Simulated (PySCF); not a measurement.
PySCF input:

```python
from pyscf import gto, scf, dft

mol = gto.M(
    atom='''
    Si   -0.62022362    0.07023540    0.44593495
    Cl   -1.68624327   -1.30058802   -0.66140075
    Cl   -1.02661056    1.96263705   -0.25792066
    Br    1.56576131   -0.34966083    0.26815356
    ''',
    basis='def2-tzvpd',
    charge=0,
    spin=1,
    verbose=4,
)

mf = dft.UKS(mol, xc='m062x').density_fit(auxbasis='def2-universal-jkfit')
mf.grids.level = 4
mf.conv_tol = 1e-9
mf.max_cycle = 100
mf.max_memory = 1500
mf.kernel()
if not mf.converged:
    mf = mf.newton()
    mf.kernel(mf.make_rdm1())
for _ in range(2):
    mo, _, stable, _ = mf.stability(return_status=True)
    if stable:
        break
    mf.kernel(mf.make_rdm1(mo, mf.mo_occ))
mf.analyze()
```

### Question
Which total energy does the run end on?

### Answer
-3784.18570 Eh (M06-2X/def2-TZVPD).

It need not be the lowest isomer of its formula.
